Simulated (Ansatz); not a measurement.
Program: Ansatz. Geometries: PBE0-D4/def2-TZVP. ΔE: electronic, gas phase. CCSD(T)/CBS is the MP2 limit (def2-TZVPP, def2-QZVPP) plus CCSD(T) − MP2 in def2-TZVPP, frozen cores. This one scheme is used for every species. Functionals use def2-TZVPP. B3LYP here is the variant with VWN-RPA as its local correlation; programs differ in this. HSE06 is defined as in plane-wave codes. For Mg outer-core shells are correlated without core-valence functions, which leaves a few kJ/mol of doubt a bond. One conformer a species, not always the lowest.

Reaction (redistribution): `[CH3][Mg][NH2]` + `F[Si]N([SiH3])[SiH3]` → `[NH2][Mg][N]([SiH3])[SiH3]` + `C[Si]F`

Is it downhill or uphill in electronic energy at CCSD(T)/CBS, and by how much? (An estimate is asked.)

The calculation gave: Uphill: ΔE = +4.3 kcal/mol.

What do these levels give: PBE-D4, HSE06-D4, B2PLYP, B3LYP, BHLYP, CAM-B3LYP, MP2/def2-SVP, CCSD/def2-SVP, CCSD(T)/def2-SVP, MP2/def2-TZVPP, CCSD(T)/def2-TZVPP, HF/def2-QZVPP? (An estimate is asked.)

The calculation gave: PBE-D4 6.4, HSE06-D4 5.3, B2PLYP 5.2, B3LYP 4.9, BHLYP 4.3, CAM-B3LYP 5.1, MP2/def2-SVP 4.1, CCSD/def2-SVP 2.9, CCSD(T)/def2-SVP 3.5, MP2/def2-TZVPP 5.6, CCSD(T)/def2-TZVPP 5.0, HF/def2-QZVPP 1.7 kcal/mol.

Largest T1 diagnostic among the species: 0.014.

At CCSD(T), def2-SVP lies −0.8 kcal/mol from the extrapolated value and def2-TZVPP +0.7 kcal/mol. From BLYP to BHLYP (50 % exact exchange), in def2-TZVPP and without D4, ΔE moves by −1.2 kcal/mol. The D4 term adds +1.2 kcal/mol with B3LYP and +0.6 kcal/mol with PBE0; it sums over pairs of atoms, weighted by their polarisabilities, and B3LYP, whose exchange is more repulsive, gets the larger term.
